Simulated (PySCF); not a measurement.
Computed structure and properties of [Bi(OH)2]+

System: [Bi(OH)2]+ (singlet); start: template (C2). Method: PySCF 2.14.0, RKS PBE0, Bi def2-SVP with ECP60, O def2-SVP, H def2-SVP; non-relativistic Hamiltonian with scalar-relativistic core potentials where named; density fitting; no spin-orbit coupling.

Input of the relaxation:

```python
mol = gto.M(atom='''
Bi     0.00000    -0.00000    -0.11620
O      1.84740    -0.00000     0.71060
H      2.80700    -0.09060     0.76960
O     -1.84740     0.00000     0.71060
H     -2.80700     0.09060     0.76960''',
    basis={'Bi': 'def2-SVP', 'O': 'def2-SVP', 'H': 'def2-SVP'},
    ecp={'Bi': 'def2-SVP'},
    charge=1, spin=0)
mf = dft.RKS(mol, xc='PBE0')
mf.grids.atom_grid = (50, 194)
mf = mf.density_fit()  # fitting sets: Bi def2-universal-JKFIT, O def2-universal-JKFIT, H def2-universal-JKFIT
mf.conv_tol = 1e-08; mf.max_cycle = 55
mf.kernel(dm0)  # dm0: converged density of the start geometry
# quasi-Newton relaxation in Cartesian coordinates to a largest gradient under 0.00045 Eh/bohr, steps kept in the point group
```

Run from Python with OMP_NUM_THREADS=2; the lines above give its settings. Where DIIS fails, smearing, a level shift and second-order steps follow.
It took 16 s on 2 threads of Arm Neoverse V2, with other jobs on the host, from the converged density of the start.

Course of the relaxation:

| step | energy above end (eV) | largest force component within the symmetry (eV/Å) |
| --- | --- | --- |
| 0 | 1.0693 | 0.801 |
| 1 | 0.8327 | 0.841 |
| 2 | 0.5925 | 1.229 |
| 3 | 0.4302 | 0.519 |
| 4 | 0.3322 | 0.477 |
| 5 | 0.2926 | 0.782 |
| 6 | 0.2206 | 0.412 |
| 7 | 0.1648 | 0.805 |
| 8 | 0.1114 | 1.052 |
| 9 | 0.0539 | 0.928 |
| 10 | 0.0290 | 0.413 |
| 11 | 0.0178 | 0.570 |
| 12 | 0.0035 | 0.225 |
| 13 | 0.0002 | 0.052 |
| 14 | 0.0000 | 0.005 |

Relaxed geometry (C2v):

```xyz
5

Bi    0.0000    0.0000   -0.4828
O     1.4069   -0.0358    0.9598
H     2.3444   -0.0629    0.7037
O    -1.4069    0.0358    0.9598
H    -2.3444    0.0629    0.7037
```

```
    contact      Å
Bi1–O2 (OH)  2.015
Bi1–O4 (OH)  2.015
```

On the finer grid (75, 302):

```
HOMO                                                          : -14.44 eV
LUMO                                                          : -9.27 eV
Dipole about the centre of mass                               : 3.41 D
Set of Mulliken populations of Bi1 outside the core potential : s 3.92, p 7.55, d 10.17
D3(BJ) dispersion energy (not in the energies)                : -0.066 eV
```

```json
{"atom": "Bi1", "Mulliken (e)": "1.36", "Löwdin (e)": "1.23", "spin (e)": "0.00"}
{"atom": "O2", "Mulliken (e)": "-0.43", "Löwdin (e)": "-0.23", "spin (e)": "0.00"}
{"atom": "H3", "Mulliken (e)": "0.25", "Löwdin (e)": "0.11", "spin (e)": "0.00"}
{"atom": "O4", "Mulliken (e)": "-0.43", "Löwdin (e)": "-0.23", "spin (e)": "0.00"}
{"atom": "H5", "Mulliken (e)": "0.25", "Löwdin (e)": "0.11", "spin (e)": "0.00"}
```

On the grid (50, 194), as all that follows. Harmonic modes: a minimum; lowest 206 cm⁻¹ (negative: unstable), highest 3810 cm⁻¹, zero-point energy 0.713 eV.

Taking off one OH (charge -1, singlet; the rest: singlet) in vacuum, both parts rigid, costs 18.57 eV; the small basis without counterpoise inflates it. Most of it is the attraction of opposite charges; other ways to part are cheaper, and one spin state was tried for the rest.

Rigid scan of OH along the line from its metal:

```
distance to O2 (Å)  energy (eV)
              1.72        1.854
              1.82        0.694
              1.92        0.148
              2.02        0.000
              2.12        0.107
              2.22        0.370
              2.42        1.120
              2.72        2.329
              3.12        3.624
              3.62        4.638
```

One start shape was tried, so this needn't be the lowest isomer.
